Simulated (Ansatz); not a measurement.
`NBOCF` and `FCO[SiH2]F` differ in one atom or group.

Ansatz, PBE0-D4/def2-TZVP geometries, multiplicity 1. Each molecule was computed in one conformer, which needn't be the lowest.

```tsv
property	`NBOCF`
size of the dipole moment (ωB97M-V/def2-TZVPP) / D	2.14
HOMO–LUMO gap (B3LYP/def2-TZVPP) / eV	8.57
HOMO energy (PBE/def2-TZVPP) / eV	-6.69
HOMO energy (ωB97M-V/def2-TZVPP) / eV	-10.51
LUMO energy (B3LYP/def2-TZVPP) / eV	0.70
HOMO–LUMO gap (ωB97M-V/def2-TZVPP) / eV	12.90
```

**Question.** Give the same properties after the change, and the shifts. (Best estimate.)

**Answer.** Ansatz gave: 
```tsv
property	`FCO[SiH2]F`	shift
size of the dipole moment (ωB97M-V/def2-TZVPP) / D	1.04	-1.10
HOMO–LUMO gap (B3LYP/def2-TZVPP) / eV	9.23	0.66
HOMO energy (PBE/def2-TZVPP) / eV	-7.60	-0.91
HOMO energy (ωB97M-V/def2-TZVPP) / eV	-11.67	-1.16
LUMO energy (B3LYP/def2-TZVPP) / eV	0.19	-0.51
HOMO–LUMO gap (ωB97M-V/def2-TZVPP) / eV	13.82	0.92
```

With PBE0 the HOMO falls by 1.13 eV and the LUMO falls by 0.51 eV, so the gap widens by about 0.62 eV. PBE moves the HOMO by -0.91 eV and ωB97M-V by -1.16 eV. Dipoles are sizes alone; their direction can turn.

B3LYP here is the variant with VWN-RPA as its local correlation; programs differ in this.
